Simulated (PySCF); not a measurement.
CH7NOSi, SMILES C[SiH](N)O. Geometry optimised at PBE0-D3(BJ)/def2-SVP. This is a generated structure with no PubChem entry under its InChIKey; it may be hypothetical. The values are those of a single conformer.

Computed equilibrium geometry at PBE0-D3(BJ)/def2-SVP (PySCF confirms it by a frequency run) as Cartesian coordinates in Å (one conformer of several):
```xyz
11

Si     0.0475     0.1023    -0.3541
C      1.3787    -0.9936     0.3704
N     -1.4599    -0.6907    -0.0564
O      0.0129     1.6302     0.3178
H      0.3422     0.3879    -1.7890
H      1.4555    -1.9449    -0.1804
H      1.1764    -1.2272     1.4279
H      2.3582    -0.4945     0.3142
H     -2.3171    -0.3704    -0.4925
H     -1.4846    -1.6913     0.0998
H     -0.3525     1.6618     1.2074
```
